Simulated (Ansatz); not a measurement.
The same path of GeH4 + H4Si (10 atoms, charge 0, multiplicity 1) was run twice with different band settings. Lost on the way: Ge1–H2, Si6–H10. Made: Ge1–Si6, H2–H10.

These are results of RKS CAM-B3LYP/def2-SVP in Ansatz, not measurements.

Relaxed end points:

```xyz
10
Properties=species:S:1:pos:R:3
Ge 0.821 -0.031 -0.277
H 1.409 0.018 1.140
H 1.942 0.192 -1.303
H -0.239 1.070 -0.432
H 0.169 -1.400 -0.515
Si -3.273 0.031 1.491
H -3.369 -0.842 0.291
H -4.292 -0.388 2.491
H -3.514 1.445 1.099
H -1.916 -0.095 2.087
```

```xyz
10
Properties=species:S:1:pos:R:3
Ge -0.522 -0.252 -0.661
H 0.227 0.686 2.926
H 0.710 -0.120 0.248
H -0.459 0.863 -1.718
H -0.441 -1.606 -1.383
Si -2.528 -0.099 0.613
H -3.705 -0.313 -0.275
H -2.537 -1.137 1.681
H -2.641 1.245 1.243
H -0.370 0.734 3.399
```

Common settings: movable images 5; climbing image yes; spring 5.0 eV/Å²; optimiser quadratic models (default); start path through a guess of the saddle point; iteration limit 60; end points relaxed.

| run | force threshold |
| --- | --- |
| 1 | 0.05 eV/Å |
| 2 | 0.5 eV/Å |

**Question.** What does each run give, and how far can it be trusted?

**Answer.** Run 1: converged after 34 iterations, highest image 3.883 eV above the first end. Neighbouring images differ by up to 3.6 eV, so the band resolves the path poorly. A vibrational analysis at the climbing image gives one clearly imaginary mode, 1988i cm⁻¹: a first-order saddle point.
Run 2: converged after 17 iterations, highest image 3.965 eV above the first end. The threshold of 0.5 eV/Å is loose, so the images may lie well off the minimum-energy path. Neighbouring images differ by up to 3.7 eV, so the band resolves the path poorly. The order of the stationary point at the top wasn't checked.
The orbitals stay closed-shell, which can raise the energy where a bond breaks towards radicals; this wasn't checked here.
